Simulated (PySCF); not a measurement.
# Gas-phase XPS of `F[SiH2]C(Cl)Cl`, computed

CH3Cl2FSi.
SMILES with atom numbers: `[F:1][SiH2:2][CH:3]([Cl:4])[Cl:5]`

Cartesian coordinates in Å at the PBE0-D3(BJ)/def2-SVP level; atoms count from 1:
```xyz
8
CH3Cl2FSi angstrom
F      2.0325   -1.4225   -1.1525
Si     1.0428   -0.3739   -0.4086
C     -0.7480   -0.8187   -0.8382
Cl    -1.1525   -2.4407   -0.2419
Cl    -1.7411    0.4553   -0.0677
H      1.2093   -0.4993    1.0587
H      1.3275    0.9878   -0.9291
H     -0.9764   -0.7987   -1.9119
```

Method used: delta-SCF UKS SCAN, pcX-2 on the ionised atom, pcseg-1 elsewhere, spin-free X2C in PySCF. Binding energies are ΔSCF values: E(core-ionised, relaxed orbitals) − E(ground state) at a fixed geometry, referred to the vacuum level.

Task: List the computed XPS lines with their assignment.

Result: 
```tsv
atom(s)	bonded to	level	binding energy (eV)	2p1/2 (eV)	count
Si2	F, C and 2 H	Si 2p3/2	108.62	109.25	1
Cl4/Cl5	C	Cl 2p3/2	206.62	208.28	2
C3	2 Cl, H and Si	C 1s	293.67	–	1
F1	Si	F 1s	692.76	–	1
Si2	F, C and 2 H	Si 1s	1848.52	–	1
Cl4/Cl5	C	Cl 1s	2829.21	–	2
```

Task: Which effective nuclear charge Zeff reproduces each element's mean 1s value in the hydrogen-like formula E = 13.606 eV × Zeff²?

Result: C (Z = 6): mean 293.7 eV, Zeff = 4.65, Z − Zeff = 1.35; F (Z = 9): mean 692.8 eV, Zeff = 7.14, Z − Zeff = 1.86; Si (Z = 14): mean 1848.5 eV, Zeff = 11.66, Z − Zeff = 2.34; Cl (Z = 17): mean 2829.2 eV, Zeff = 14.42, Z − Zeff = 2.58. Means run over the listed sites, weighted by atom count.

Task: What is the longest wavelength that can ionise Cl 1s of Cl4/Cl5 vertically?

Result: λ = hc/E = 12398.42 eV Å / 2829.21 eV = 4.382 Å.

One atom of each set of topologically equivalent atoms was ionised and stands for the set; in this conformer not all members are related by symmetry, and their own values weren't computed. 2p3/2 and 2p1/2 are the ΔSCF energy of one spin-free 2p hole plus the eigenvalues of a spin–orbit and ligand-field matrix of the shell. 2p1/2 minus 2p3/2 (ligand field included): Si 0.63 eV, Cl 1.65 eV. One conformer (not necessarily the lowest) at the PBE0-D3(BJ)/def2-SVP geometry, without solvent, vibrations or thermal averaging.

Hardware: Arm Neoverse N1, one thread, shared host with 64 logical CPUs at a one-minute load of 48. Cost: 36 s wall, 0.54 GiB resident at most.
